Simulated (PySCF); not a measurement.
# Pd²⁺ (palladium, charge +2) across methods

[Kr] 4d7 5s1, high-spin 5F determinant (an excited configuration). All numbers are calculated (PySCF 2.14, scalar relativity by spin-free X2C-1e, in x2c-QZVPPall with one added diffuse shell each of s, p, d, f, g type (14s9p8d5f3g, 143 functions)).

| method | E (hartree) | mean ε 4d α (eV) | mean ε 4d β (eV) | mean ε 5s α (eV) | Σ⟨r²⟩ (bohr²) | ⟨S²⟩ |
| --- | --- | --- | --- | --- | --- | --- |
| PBE | -5043.66 | -32.287 | -30.050 | -22.699 | 33.87 | 6.001 |
| UHF | -5041.71117 | -40.142 | -37.203 | -25.288 | 34.00 | 6.004 |
| LDA | -5038.69 | -32.404 | -30.129 | -23.044 | 33.85 | 6.000 |
| r2SCAN | -5044.08 | -32.909 | -30.391 | -22.922 | 33.75 | 6.002 |
| PBE0 | -5043.74 | -34.500 | -32.109 | -23.493 | 33.80 | 6.001 |
